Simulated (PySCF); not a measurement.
**Field gradients at the hydrogen positions**

Compound: C6H14AlB.
Geometry (PBE0-D3(BJ)/def2-SVP, Å), atoms numbered from 1 in this order:
```xyz
22
C6H14AlB angstrom
C      2.7235    0.4538    0.6285
B      1.4379    0.1076   -0.2324
C      1.6174   -0.8798   -1.4617
C      0.0773    0.6810    0.1622
C     -1.1500    0.7780   -0.7541
C     -2.4761    0.5613   -0.0057
C     -2.4284   -0.7378    0.8151
Al    -0.5701   -0.7096    1.4455
H      3.3596   -0.4244    0.8303
H      3.3496    1.1445    0.0333
H      2.5125    0.9591    1.5843
H      0.6915   -1.1794   -1.9760
H      2.2602   -0.3866   -2.2135
H      2.1652   -1.7927   -1.1700
H      0.1531    1.5442    0.8583
H     -1.1627    1.7531   -1.2704
H     -1.0679    0.0177   -1.5509
H     -3.3211    0.5765   -0.7161
H     -2.6387    1.4179    0.6747
H     -2.5568   -1.6140    0.1488
H     -3.2277   -0.8098    1.5690
H      0.1901   -1.4613    2.6216
```

Level: PBE0/pcSseg-1 (PySCF, non-relativistic); Q(2H) = 0.00286 b; rigid geometry, the same for H and D, with no vibrational averaging.

Problem. Rank these positions by the coupling χzz of a deuteron there, largest first.
A. H22 (Al–H hydrogen)
B. H10 (methyl hydrogen)
C. H12 (methyl hydrogen)
D. H18 (methylene hydrogen)

Solution. C (201 kHz), B (197 kHz), D (193 kHz), A (73 kHz).

Problem. Tabulate Vzz, the asymmetry η and χzz = 234.96 MHz × Q × Vzz for every hydrogen position.

Solution. 
```tsv
atom	bonded to	bond length (Å)	Vzz (au)	η	χzz (kHz)
H9	C1	1.103	0.2959	0.02	199
H10	C1	1.106	0.2929	0.02	197
H11	C1	1.102	0.2986	0.02	201
H12	C3	1.101	0.2998	0.02	201
H13	C3	1.105	0.2942	0.02	198
H14	C3	1.104	0.2950	0.02	198
H15	C4	1.112	0.2878	0.07	193
H16	C5	1.103	0.2879	0.01	193
H17	C5	1.104	0.2838	0.01	191
H18	C6	1.104	0.2867	0.01	193
H19	C6	1.106	0.2821	0.01	190
H20	C7	1.108	0.2901	0.05	195
H21	C7	1.101	0.3024	0.06	203
H22	Al8	1.589	0.1084	0.06	73
```

Problem. Average by the element that carries the hydrogen.

Solution. on C: 196 kHz over 13 positions, mean bond length 1.105 Å; on Al: 73 kHz over 1 position, mean bond length 1.589 Å.

Problem. How does χzz go with the bond length over the 13 C–H bonds?

Solution. A straight-line fit has a slope of -8.2 kHz for each 0.01 Å, with a correlation coefficient of -0.59, over lengths from 1.101 to 1.112 Å.

Problem. A static deuteron (I = 1) shows a doublet split by (3/2)χ, (3/4)χ(1 + η) and (3/4)χ(1 − η) with the field along z, y and x of the gradient. What are these for H12?

Solution. With |χ| = 201.4 kHz and η = 0.019: 302, 154 and 148 kHz, to first order and without motion.

Isolated species at its PBE0-D3(BJ)/def2-SVP geometry (one conformer only). A larger basis could move these couplings by a tenth or more.

These values come from a run that also computed NMR shieldings. On Arm Neoverse V2, one thread, shared host with 48 logical CPUs at a one-minute load of 27, this took 33 s and 1.0 GiB of memory at its peak.
